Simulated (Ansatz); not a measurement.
Compare A (`BC1(C)C=N1`) with its isomer B (`BCN=C=C`).

Isolated molecules relaxed with PBE0-D4/def2-TZVP in Ansatz; ΔE leaves out vibrations. CCSD(T)/CBS adds triple-zeta CCSD(T) − MP2 to the extrapolated MP2 energy (def2 sets, frozen cores). Functionals use def2-TZVPP. Each species was taken in one conformer, which may not be the lowest.

Question: Which is lower in electronic energy at CCSD(T)/CBS, and by how much? (Best estimate.)

Answer: Ansatz gave: B, by 31.0 kJ/mol.

Question: Give E(B) − E(A) in kJ/mol with r2SCAN-D4, CCSD(T)/def2-SVP, CCSD/def2-TZVPP, HF/def2-TZVPP, LDA (SPW92), B2PLYP, BLYP-D4. (Estimate.)

Answer: The calculation gave: r2SCAN-D4 -46.0, CCSD(T)/def2-SVP -22.3, CCSD/def2-TZVPP -35.3, HF/def2-TZVPP -64.3, LDA (SPW92) -46.9, B2PLYP -47.7, BLYP-D4 -58.5. None reverses the order clearly.

Question: Does the order hold for the free energy at 298.15 K (harmonic terms from PBE0-D4)? (Estimate.)

Answer: Ansatz gave: Yes: G(B) − G(A) = -35.4 kJ/mol, for one conformer each. Modes under 60 cm⁻¹, often nearly free rotors, make the harmonic entropy too high.

Largest T1 diagnostic: 0.013.

Leaving LDA and LC-ωPBE aside and taking each functional with its dispersion term where it has one, the values, not all of them listed here, spread over 25.5 kJ/mol, from BLYP-D4 to PBE-QIDH. In def2-TZVPP, CCSD(T) changes the Hartree–Fock value by +33.3 kJ/mol (the triples alone add +4.3 kJ/mol) and MP2 by +41.6 kJ/mol.
